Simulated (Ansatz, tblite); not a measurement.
Forces on GaH2(NH2) (GaNH₄) at its r2SCAN-D4/def2-TZVP geometry. Charge 0, multiplicity 1.

The xTB rows come from tblite.

GFN1-xTB (tblite), largest force 0.80 eV/Å:

```xyz
6
positions Å, forces eV/Å
Ga    0.266   -0.535    0.625    0.246   -0.495    0.577
H    -0.570   -1.830    0.827    0.177    0.175    0.030
H     1.527   -0.096    1.420   -0.197   -0.135   -0.076
N    -0.292    0.587   -0.685   -0.061    0.124   -0.144
H     0.163    1.455   -0.917   -0.168    0.096   -0.216
H    -1.095    0.419   -1.269    0.003    0.235   -0.170
```

GFN2-xTB (tblite), largest force 0.67 eV/Å:

```
Ga -0.071 0.143 -0.167
H 0.140 0.054 0.085
H -0.096 -0.142 0.018
N 0.207 -0.416 0.486
H -0.041 0.221 -0.197
H -0.139 0.140 -0.225
```

CAM-B3LYP-D4/def2-TZVP (Ansatz), largest force 0.08 eV/Å:

```
Ga -0.021 0.042 -0.050
H 0.013 -0.007 0.019
H 0.000 -0.020 0.013
N -0.023 0.048 -0.055
H -0.023 -0.061 0.027
H 0.053 -0.002 0.046
```
